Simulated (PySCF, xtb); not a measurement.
AgI, SMILES [I][Ag], multiplicity 1.

GFN2-xTB (xtb) at its own geometry gives an orbital gap of 4.31 eV and a dipole moment of 8.36 D.

Coordinates come from a PBE0-D3(BJ)/def2-TZVP optimisation. The spin state was assumed, not searched. The def2 effective core potentials stand for the cores of Ag, I; spin–orbit coupling is left out.

What does PBE/def2-TZVPD in PySCF give? (Estimate from the structure and the level; the computed values follow.)

gap 1.91 eV (levels -5.86 and -3.95 eV), dipole 4.25 D.
